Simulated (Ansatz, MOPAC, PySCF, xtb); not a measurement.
Complex: C2H4 (SMILES C=C) (first 6 atoms) with CH3NO (SMILES NC=O); geometry from B3LYP-D3(BJ)/def2-TZVP, rigid monomers moved along the line of their centres of mass till C1···H10 is 2.38 Å.
(charge 0, multiplicity 1):
```xyz
12

C      0.452     0.477     0.739
C     -0.423    -0.514     0.633
H      1.210     0.468     1.513
H      0.449     1.318     0.056
H     -1.181    -0.528    -0.142
H     -0.397    -1.353     1.319
N     -0.949     0.515     3.660
C     -0.061    -0.330     4.232
O      0.760    -0.989     3.630
H     -0.954     0.625     2.656
H     -1.604     1.031     4.221
H     -0.155    -0.366     5.333
```

Interaction energies are E(AB) − E(A) − E(B) at the monomers' geometry in the complex; basis-set methods are counterpoise corrected. Rows marked so take none.

Rows in 3-21G, 6-31G* carry no dispersion term and start afresh at each structure (6-31G* with six Cartesian d functions). The state that AM1, PM3, PM7 reach isn't checked; PM7 holds dispersion and hydrogen-bond terms.

Run with Ansatz (Gaussian orbitals); MOPAC for AM1, PM3, PM7 (differences of heats of formation); PySCF for 3-21G rows, 6-31G* rows, the dispersion terms; xtb for the GFN methods. Values without a source in brackets are computed.

| level | interaction energy (kcal/mol) |
|---|---|
| AM1 | -0.69 |
| PM3 | 0.84 |
| PM7 | -1.71 |
| GFN1-xTB | -3.02 |
| HF/3-21G (no counterpoise) | -3.60 |
| HF/6-31G* (no counterpoise) | -0.87 |
| PBE/def2-TZVPPD | -1.41 |
| PBE0-D3(BJ)/def2-TZVPPD | -3.31 |
| M06-2X/6-31G* (no counterpoise) | ? |

**Question.** Some entries are withheld; supply them.

**Answer.** 
- M06-2X/6-31G* (no counterpoise), interaction energy (kcal/mol): -5.70

Ansatz is a first-principles code.
